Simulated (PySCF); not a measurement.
**`[C@@H]1(C=C)[C@H](C)[C@@H]1C=C`, C8H12**

Molfile (atoms numbered from 1):
```
C8H12
     RDKit          3D

 20 20  0  0  0  0  0  0  0  0999 V2000
   -2.4100   -1.6437   -0.5871 C   0  0  0  0  0  0  0  0  0  0  0  0
   -1.4067   -0.7805   -0.5766 C   0  0  0  0  0  0  0  0  0  0  0  0
   -0.8057   -0.2604    0.6563 C   0  0  2  0  0  0  0  0  0  0  0  0
   -0.2258    1.1275    0.7568 C   0  0  2  0  0  0  0  0  0  0  0  0
   -0.2495    2.1043   -0.3912 C   0  0  0  0  0  0  0  0  0  0  0  0
    0.7040   -0.0588    0.7976 C   0  0  2  0  0  0  0  0  0  0  0  0
    1.6319   -0.3747   -0.2933 C   0  0  0  0  0  0  0  0  0  0  0  0
    2.8169   -0.9316   -0.1001 C   0  0  0  0  0  0  0  0  0  0  0  0
   -2.8452   -2.0190    0.3248 H   0  0  0  0  0  0  0  0  0  0  0  0
   -2.8368   -2.0091   -1.5049 H   0  0  0  0  0  0  0  0  0  0  0  0
   -0.9985   -0.4297   -1.5130 H   0  0  0  0  0  0  0  0  0  0  0  0
   -1.2976   -0.6328    1.5489 H   0  0  0  0  0  0  0  0  0  0  0  0
   -0.3809    1.6193    1.7120 H   0  0  0  0  0  0  0  0  0  0  0  0
   -1.2136    2.6104   -0.4262 H   0  0  0  0  0  0  0  0  0  0  0  0
   -0.0852    1.6210   -1.3484 H   0  0  0  0  0  0  0  0  0  0  0  0
    0.5270    2.8557   -0.2532 H   0  0  0  0  0  0  0  0  0  0  0  0
    1.1058   -0.3111    1.7737 H   0  0  0  0  0  0  0  0  0  0  0  0
    1.3144   -0.1336   -1.2969 H   0  0  0  0  0  0  0  0  0  0  0  0
    3.1686   -1.1892    0.8855 H   0  0  0  0  0  0  0  0  0  0  0  0
    3.4819   -1.1532   -0.9165 H   0  0  0  0  0  0  0  0  0  0  0  0
  1  2  2  0
  2  3  1  0
  3  4  1  0
  4  5  1  0
  4  6  1  0
  6  7  1  0
  7  8  2  0
  6  3  1  0
  1  9  1  0
  1 10  1  0
  2 11  1  0
  3 12  1  1
  4 13  1  1
  5 14  1  0
  5 15  1  0
  5 16  1  0
  6 17  1  1
  7 18  1  0
  8 19  1  0
  8 20  1  0
M  END
```

Level of theory: PySCF 2.14.0, GIAO B3LYP/pcSseg-1 magnetisability, rotational g tensor and spin-rotation constants, non-relativistic, gas phase. Geometry: GFN2-xTB.

Q: Give the nuclear spin-rotation constants along the inertial axes (H = +C I·J) beside the isotropic shieldings.

A: Rotational constants 2.5569, 1.5257, 1.1527 GHz. A star marks the isotopologue with that one atom substituted, in its own axes.
```
atom  isotope  Caa (kHz)  Cbb (kHz)  Ccc (kHz)  mean (kHz)  σ (ppm)
  H9       1H     -0.203     -0.166      0.074      -0.098     26.4
 H10       1H     -0.150     -0.128      0.018      -0.086     26.6
 H11       1H     -0.206     -0.167      0.086      -0.095     25.8
 H12       1H     -0.212     -0.168      0.002      -0.126     30.1
 H13       1H     -0.276     -0.081     -0.041      -0.133     30.4
 H14       1H     -0.058     -0.091     -0.130      -0.093     30.4
 H15       1H     -0.292     -0.093     -0.032      -0.139     30.8
 H16       1H     -0.061     -0.089     -0.130      -0.093     30.4
 H17       1H     -0.213     -0.168      0.002      -0.126     30.1
 H18       1H     -0.203     -0.168      0.086      -0.095     25.9
 H19       1H     -0.200     -0.167      0.073      -0.098     26.4
 H20       1H     -0.152     -0.127      0.018      -0.087     26.6
  C1     13C*      0.654      0.286      0.537       0.493     61.0
  C2     13C*      0.750      0.308      0.610       0.556     37.9
  C3     13C*      0.560      0.293      0.130       0.328    147.5
  C4     13C*      0.387      0.332      0.134       0.284    155.8
  C5     13C*      0.349      0.222      0.158       0.243    169.8
```
For the geometry as given, no vibrational averaging.

Q: How do the rotational constants and the g tensor change when H9, H10, H11, H12, H13, H14, H15, H16, H17, H18, H19, H20 are replaced by deuterium?

A: Constants 2.0381, 1.2744, 0.9780 GHz; g -0.0105, -0.0027, -0.0072, against -0.0132, -0.0033, -0.0084 before.
